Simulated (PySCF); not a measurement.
WH₅, SMILES [WH5] (connectivity only; charge and spin as stated), neutral, multiplicity 2.

Geometry optimised at B3LYP-D3(BJ)/def2-TZVPD. The multiplicity is an assumed one; other spin states were not compared. The def2 effective core potentials stand for the cores of W; spin–orbit coupling is left out.

All values below come from TDA-PBE/def2-TZVPD run with PySCF.

Vertical excitations. The molecule is in vacuum.

| state | energy (eV) | λ (nm) | f | main pairs |
|---|---|---|---|---|
| root 1 | 1.67 | 741 | 0.000 | α HOMO→LUMO 99 % |
| root 2 | 1.92 | 644 | 0.007 | α HOMO→LUMO+1 99 % |
| root 3 | 1.94 | 640 | 0.008 | α HOMO→LUMO+2 99 % |
| root 4 | 3.34 | 371 | 0.000 | β HOMO→LUMO 96 % |
| root 5 | 3.56 | 348 | 0.000 | α HOMO−1→LUMO 45 %, β HOMO→LUMO+1 54 % |
| root 6 | 3.73 | 333 | 0.000 | α HOMO−1→LUMO+2 51 %, β HOMO→LUMO+3 47 % |
| root 7 | 3.84 | 323 | 0.001 | α HOMO−1→LUMO+1 41 %, β HOMO→LUMO+2 45 %, β HOMO−1→LUMO 14 % |
| root 8 | 4.01 | 309 | 0.003 | α HOMO−1→LUMO+1 23 %, β HOMO−1→LUMO 76 % |
| root 9 | 4.16 | 298 | 0.007 | α HOMO−1→LUMO 48 %, α HOMO−2→LUMO+2 10 %, β HOMO→LUMO+1 38 % |
| root 10 | 4.19 | 296 | 0.002 | α HOMO−2→LUMO+2 44 %, β HOMO−1→LUMO+3 41 % |
Unrestricted roots are not spin-pure.
